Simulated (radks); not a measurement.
Excited configurations of V: one electron is placed in a higher orbital outside [Ar] 3d4. The ground configuration is [Ar] 3d3 4s2. Calculated with a radial shooting solver on a logarithmic mesh with Libxc functionals: Dirac Kohn-Sham, PBE, spin-unpolarised, spherical densities, point nucleus; open shells fill j = l - 1/2 first. Excitation = E - E(ground); binding = E(ion) - E, where the ion is the core of charge +1; n* = 1/sqrt(2 binding) in atomic units, and the quantum defect is n - n*.

outer orbital  excitation (eV)  binding (eV)  eigenvalue (eV)  <r> (bohr)
4s1/2                    0.572         6.604           -3.868       3.579
4p1/2                    3.456         3.720           -1.733       4.998
4d3/2                    5.622         1.554           -0.720       10.58
4f5/2                    6.264         0.912           -0.434       17.34
5p1/2                    5.470         1.706           -0.977       11.82
6s1/2                    5.930         1.245           -0.773       17.59
6p1/2                    6.180         0.995           -0.617       21.25
6d3/2                    6.521         0.655           -0.406       31.60
7s1/2                    6.390         0.786           -0.509       28.42
7p1/2                    6.520         0.655           -0.425       33.37

The Delta-SCF ionisation energy is 7.176 eV (NIST Atomic Spectra Database: 6.746 eV, measured). Self-interaction in the functional shifts the binding energies and quantum defects, so they are the method's values and not measured ones. Spin polarisation and multiplet splitting are left out, so open shells lie too high by an amount that depends on their filling.

Beside tabulated values, note that spin-unpolarised runs miss the spin-polarisation part of the exchange energy of open shells.
